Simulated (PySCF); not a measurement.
PySCF input for HIOPb, SMILES [Pb]([OH])[I] (connectivity only; charge and spin as stated), neutral, multiplicity 1, TDA-B3LYP/def2-SVPD. The structure is a stationary point at B3LYP-D3(BJ)/def2-SVP. The def2 effective core potentials stand for the cores of I, Pb; spin–orbit coupling is left out. The values are those of a single conformer.

```python
import numpy as np
from pyscf import gto, scf, dft, tdscf

mol = gto.M(
    atom='''
    Pb    0.24303403    1.01232859    0.00000000
    I    -0.06209440   -1.83218104    0.00000000
    O    -1.82922187    1.46007392    0.00000000
    H    -2.00401218    2.41405968    0.00000000
    ''',
    basis='def2-SVPD',
    ecp={'I': 'def2-svp', 'Pb': 'def2-svp'},
    charge=0,
    spin=0,
    symmetry=True,
    max_memory=1600,
    verbose=4,
)
mf = dft.RKS(mol, xc='b3lyp').density_fit(auxbasis='def2-universal-jkfit')
mf.grids.level = 3
mf.conv_tol = 1e-9
mf.max_cycle = 100
mf.kernel()
mf.grids = dft.Grids(mol).set(level=1).build(with_non0tab=True)  # coarser grid for the response kernel
td = tdscf.TDA(mf)
td.singlet = True
td.nstates = 10
td.conv_tol = 1e-4
td.kernel(x0=td.get_init_guess(mf, 15))
td.analyze()
tt = tdscf.TDA(mf)
tt.singlet = False
tt.nstates = 4
tt.conv_tol = 1e-4
tt.kernel(x0=tt.get_init_guess(mf, 9))
tt.analyze(verbose=3)
```

Output:

```
PySCF version 2.14.0

[INPUT] verbose = 4
[INPUT] num. atoms = 4
[INPUT] num. electrons = 56
[INPUT] charge = 0
[INPUT] spin (= nelec alpha-beta = 2S) = 0
[INPUT] symmetry True subgroup None
[INPUT] Mole.unit = angstrom
[INPUT] Symbol           X                Y                Z      unit          X                Y                Z       unit  Magmom
[INPUT]  1 Pb     0.243034030000   1.012328590000   0.000000000000 AA    0.459267755649   1.913023783167   0.000000000000 Bohr   0.0
[INPUT]  2 I     -0.062094400000  -1.832181040000   0.000000000000 AA   -0.117341409869  -3.462320376221   0.000000000000 Bohr   0.0
[INPUT]  3 O     -1.829221870000   1.460073920000   0.000000000000 AA   -3.456728355365   2.759139830420   0.000000000000 Bohr   0.0
[INPUT]  4 H     -2.004012180000   2.414059680000   0.000000000000 AA   -3.787034170493   4.561911643555   0.000000000000 Bohr   0.0

nuclear repulsion = 185.584100515207
point group symmetry = Cs
symmetry origin: [1.57477175e-09 3.93692947e-09 0.00000000e+00]
symmetry axis x: [1.00000000e+00 6.41830362e-10 0.00000000e+00]
symmetry axis y: [-6.41830362e-10  1.00000000e+00  0.00000000e+00]
symmetry axis z: [0. 0. 1.]
num. orbitals of irrep A' = 68
num. orbitals of irrep A" = 30
number of shells = 38
number of NR pGTOs = 180
number of NR cGTOs = 98
basis = def2-SVPD
ecp = {'I': 'def2-svp', 'Pb': 'def2-svp'}


[settings echo left out]
init E= -510.604012806815
HOMO (A") = -1.04404725077598  LUMO (A') = -0.996796846376562  gap/eV = 1.28575
cycle= 1 E= -563.689502190916  delta_E= -53.1  |g|= 3.73  |ddm|= 16.8
HOMO (A') = -0.0547595589950887  LUMO (A') = -0.0181498998772014  gap/eV = 0.99620
cycle= 2 E= -554.129928529906  delta_E= 9.56  |g|= 5.16  |ddm|= 15.8
HOMO (A') = -0.142092459459558  LUMO (A') = -0.105795140542681  gap/eV = 0.98770
cycle= 3 E= -558.884664675603  delta_E= -4.75  |g|= 3.84  |ddm|= 13.6
HOMO (A') = -0.36423902698917  LUMO (A") = -0.168802726794821  gap/eV = 5.31809
cycle= 4 E= -566.070214629537  delta_E= -7.19  |g|= 1.48  |ddm|= 6.15
HOMO (A') = -0.12624787444916  LUMO (A") = -0.0993577494794788  gap/eV = 0.73172
cycle= 5 E= -564.66966046455  delta_E=  1.4  |g|= 1.94  |ddm|= 3.69
HOMO (A') = -0.248275260870887  LUMO (A") = -0.0686343017002367  gap/eV = 4.88828
cycle= 6 E= -566.499793461554  delta_E= -1.83  |g|= 0.455  |ddm|= 3.36
HOMO (A') = -0.242945117153894  LUMO (A") = -0.129338065146178  gap/eV = 3.09141
cycle= 7 E= -566.56942829652  delta_E= -0.0696  |g|= 0.261  |ddm|= 1.27
HOMO (A') = -0.244017728827401  LUMO (A") = -0.114390744909436  gap/eV = 3.52733
cycle= 8 E= -566.588923294911  delta_E= -0.0195  |g|= 0.0596  |ddm|= 0.319
HOMO (A') = -0.250081018996344  LUMO (A") = -0.115104979404598  gap/eV = 3.67289
cycle= 9 E= -566.589834647234  delta_E= -0.000911  |g|= 0.0223  |ddm|= 0.0841
HOMO (A') = -0.252378246439505  LUMO (A") = -0.114548528950485  gap/eV = 3.75054
cycle= 10 E= -566.590067177445  delta_E= -0.000233  |g|= 0.00649  |ddm|= 0.0296
HOMO (A') = -0.253307484586788  LUMO (A") = -0.114171418163687  gap/eV = 3.78609
cycle= 11 E= -566.590089263955  delta_E= -2.21e-05  |g|= 0.00149  |ddm|= 0.0142
HOMO (A') = -0.253328159749727  LUMO (A") = -0.114083590095658  gap/eV = 3.78904
cycle= 12 E= -566.590089964748  delta_E= -7.01e-07  |g|= 0.000216  |ddm|= 0.00258
HOMO (A') = -0.25331010322161  LUMO (A") = -0.114121358746378  gap/eV = 3.78752
cycle= 13 E= -566.590089989909  delta_E= -2.52e-08  |g|= 4.35e-05  |ddm|= 0.000471
HOMO (A') = -0.253304575319771  LUMO (A") = -0.114122993330161  gap/eV = 3.78732
cycle= 14 E= -566.59008999058  delta_E= -6.71e-10  |g|= 1.26e-05  |ddm|= 8.06e-05
HOMO (A') = -0.253302271509656  LUMO (A") = -0.114123377760825  gap/eV = 3.78725
Extra cycle  E= -566.590089990574  delta_E= 6.14e-12  |g|= 1.46e-05  |ddm|= 4.32e-05
converged SCF energy = -566.590089990574
tot grids = 24344


******** <class 'pyscf.tdscf.rks.TDA'> for <class 'pyscf.df.df_jk.DFSymAdaptedRKS'> ********
nstates = 10 singlet
deg_eia_thresh = 1.000e-03
wfnsym = None
conv_tol = 0.0001
eigh lindep = 1e-12
eigh level_shift = 0
eigh max_cycle = 100


Excitation energies (eV)
[2.900483   3.43190032 3.43842637 4.37980975 4.52853473 4.64804335
 4.73111292 5.07639267 5.17841851 5.66428158]

** Singlet excitation energies and oscillator strengths **
Excited State   1:   A"      2.90048 eV    427.46 nm  f=0.0007
      28 -> 29       -0.70602
Excited State   2:   A"      3.43190 eV    361.27 nm  f=0.0098
      26 -> 29        0.70412
Excited State   3:   A'      3.43843 eV    360.58 nm  f=0.0268
      26 -> 30       -0.16747
      27 -> 29       -0.67311
Excited State   4:   A'      4.37981 eV    283.08 nm  f=0.0081
      26 -> 30        0.12456
      28 -> 30       -0.69059
Excited State   5:   A"      4.52853 eV    273.78 nm  f=0.0020
      27 -> 30       -0.69775
Excited State   6:   A"      4.64804 eV    266.74 nm  f=0.0030
      24 -> 29        0.69774
Excited State   7:   A'      4.73111 eV    262.06 nm  f=0.0051
      24 -> 31       -0.12483
      25 -> 29       -0.61484
      26 -> 31       -0.20962
      28 -> 31       -0.21840
Excited State   8:   A'      5.07639 eV    244.24 nm  f=0.0339
      25 -> 29        0.15552
      26 -> 30       -0.35003
      26 -> 31        0.15099
      28 -> 31       -0.56540
Excited State   9:   A"      5.17842 eV    239.42 nm  f=0.0007
      27 -> 31       -0.70269
Excited State  10:   A'      5.66428 eV    218.89 nm  f=0.2948
      24 -> 30        0.24363
      24 -> 31        0.17166
      25 -> 29        0.16965
      26 -> 30        0.38503
      26 -> 31       -0.32703
      28 -> 31       -0.28885

** Transition electric dipole moments (AU) **
state          X           Y           Z        Dip. S.      Osc.
  1         0.0000      0.0000      0.1023      0.0105      0.0007
  2        -0.0000      0.0000     -0.3421      0.1170      0.0098
  3         0.0455     -0.5626     -0.0000      0.3186      0.0268
  4         0.1517      0.2287     -0.0000      0.0753      0.0081
  5         0.0000     -0.0000      0.1355      0.0184      0.0020
  6        -0.0000      0.0000     -0.1634      0.0267      0.0030
  7        -0.1696      0.1221     -0.0000      0.0437      0.0051
  8         0.2089      0.4787      0.0000      0.2728      0.0339
  9         0.0000      0.0000     -0.0747      0.0056      0.0007
 10         0.3741     -1.4086      0.0000      2.1240      0.2948

WARN: ECP detected. Skipping calculation of transition velocity and magnetic dipole moments, which have not yet been implemented.



******** <class 'pyscf.tdscf.rks.TDA'> for <class 'pyscf.df.df_jk.DFSymAdaptedRKS'> ********
nstates = 4 triplet
deg_eia_thresh = 1.000e-03
wfnsym = None
conv_tol = 0.0001
eigh lindep = 1e-12
eigh level_shift = 0
eigh max_cycle = 100


Excitation energies (eV)
[2.7318014  2.86693791 3.0028914  3.81442428]

** Triplet excitation energies and oscillator strengths **
Excited State   1:   A"      2.73180 eV    453.86 nm  f=0.0000
Excited State   2:   A'      2.86694 eV    432.46 nm  f=0.0000
Excited State   3:   A"      3.00289 eV    412.88 nm  f=0.0000
Excited State   4:   A'      3.81442 eV    325.04 nm  f=0.0000
```

The calculation finished and met its thresholds.

Cost: around 26 core-seconds (rough).
